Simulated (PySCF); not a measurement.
SMILES [F][SnH2][F], singlet (B3LYP/def2-SVP optimised geometry):

```
5

Sn    -0.388    -0.520     0.000
F     -0.959     1.333     0.000
F     -0.956    -1.182     1.731
H      1.319    -0.520     0.000
H     -1.319    -1.333    -1.177
```

Calculation: B3LYP/def2-TZVP, def2 effective core potentials past Kr in PySCF 2.14.0.

Problem. What are the frontier orbital energies and the dipole moment?

Solution. HOMO-2 -10.56 eV, HOMO-1 -10.49 eV, HOMO -9.69 eV, LUMO -1.61 eV, LUMO+1 -1.16 eV; dipole moment 3.55 D.

On the same geometry PBE/def2-TZVP, def2 effective core potentials past Kr (PySCF 2.14.0) gives HOMO-2 -8.89 eV, HOMO-1 -8.85 eV, HOMO -8.31 eV, LUMO -2.22 eV, LUMO+1 -1.63 eV; dipole moment 3.33 D.
